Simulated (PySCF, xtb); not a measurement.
Hf(O)2 cation (HfO2), SMILES [O]=[Hf]=[O] (connectivity only; charge and spin as stated), charge +1, multiplicity 2.

Harmonic wavenumbers (cm⁻¹) from GFN2-xTB (xtb) at its own minimum, in rising order: 140, 584, 588.

Q: What does PBE-D3(BJ)/def2-TZVP (PySCF 2.14.0) give at its own minimum? (Estimate from the structure and the level; the computed values follow.)

A: 190, 549, 861. Paired by order, the mean absolute difference is 119 cm⁻¹ and the zero-point energies are 1.9 and 2.3 kcal/mol.
